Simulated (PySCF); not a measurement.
An unknown shows these calculated signals:

$^{1}$H NMR (400 MHz, computed): δ 4.94 (br, 1H), 2.42 (d, 1H), 1.34 (q, 2H), 1.07 (s, 6H), 0.99 (t, 3H).

$^{13}$C{$^{1}$H} NMR (computed): δ 109.5 (CH), 97.6 (C), 37.0 (CH2), 26.4 (C), 26.2 (CH3), 17.4 (CH3).

All values are calculated (PySCF 2.14): PBE0/pcSseg-1 with gauge-including orbitals, PBE0-D3(BJ)/def2-SVP geometry. Non-relativistic Hamiltonian, isolated molecule, rapidly exchanging positions averaged, one computed conformer.

δ = σ(ref) − σ, references computed at the same level: TMS for $^{1}$H, $^{13}$C.

Which of these does the molecule contain: a C≡C triple bond, a methoxy group, a CH3CH2 unit, a benzene ring, a nitrile?

## Answers


- A C≡C triple bond: yes (δC 109.5, 97.6; δH 2.42 (d)).
- A methoxy group: no.
- A CH3CH2 unit: yes (δC 17.4, 37.0; δH 0.99 (t), 1.34 (q)).
- A benzene ring: no.
- A nitrile: no.

The data belong to `C#[C][AlH][C](C)(C)CC`, C₇H₁₃Al; they needn't prove each group on their own.

Carbon signals by region: 1 in the sp2 and nitrile region (100–160 ppm), 1 at 50–100 ppm, 4 below 50 ppm.

Hydrides on Al or Ga are broadened by the quadrupolar metal nucleus. Shifts are as computed. Against solution values, carbons near 30 ppm lie about +2 ppm off and those near 130 ppm about +5 ppm. Of 1211 compounds with measured shifts, 218 miss one by over three times the rms of a fit or turn the order of signals round; such compounds aren't used in these exercises. No couplings were computed; multiplicities are counted from neighbouring protons, with m where these are inequivalent, close in shift, in a saturated or five-membered ring or joined by F or P, and br s for small geminal =CH2 splittings.
